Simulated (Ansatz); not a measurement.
C2H4BBrO, SMILES C=CB(O)Br.

Geometry optimised at ωB97X-D3(BJ)/def2-SVP. Other conformers were not sampled.

Two levels are set side by side: PBE/def2-SVPD (Ansatz, a program for electronic structure) and PBE0/def2-SVPD (Ansatz). Energy differences of separate SCF runs at the same geometry; the states with an electron removed or added have multiplicity 2 and 2. Differences are taken from unrounded values.

```csv
quantity,PBE0,PBE,PBE minus PBE0
vertical ionisation energy (eV),10.23,9.97,-0.27
vertical singlet–triplet gap (eV),3.70,3.83,0.12
```
